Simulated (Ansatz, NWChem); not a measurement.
**Exact exchange and the vertical energy of the triplet above the singlet of CsF**

CsF has 2 atoms, charge 0, and is taken as a singlet. As SMILES, `[F][Cs]`. The bond length is the measured one.

The vertical energy of the triplet above the singlet y, in eV, basis def2-TZVPP with a core potential; a is the functional's share of exact exchange. Programs: Ansatz 0.2.0, NWChem 7.3.0.

| functional | program | a | y (eV) |
| --- | --- | --- | --- |
| r2SCAN | Ansatz | 0 | 5.54 |
| TPSS | NWChem | 0 | 5.59 |
| B3LYP | Ansatz | 0.2 | ? |
| PBE0 | Ansatz | 0.25 | 5.45 |
| r2SCAN0 | Ansatz | 0.25 | 5.39 |
| BHLYP | Ansatz | 0.5 | 5.26 |

Fit y = c + s·a to the known rows and predict B3LYP.


1. Means of the 5 rows: a = 0.2000, y = 5.446.
2. Σ(Δa)² = 0.175, Σ(Δa·Δy) = -0.106, so the slope is -0.106/0.175 = -0.60571.
3. Intercept: 5.446 − (-0.60571) × 0.2000 = 5.567. The largest residual of the fit is 0.034.
4. B3LYP: 5.567 + (-0.60571) × 0.2 = 5.45 eV.

The run gave 5.50 eV, so the prediction is off by -0.05 eV, more than the scatter of the fit. Exact exchange favours the state with more unpaired electrons. The rows mix families of semi-local functionals, which the line can't see. Spin-orbit coupling is left out.
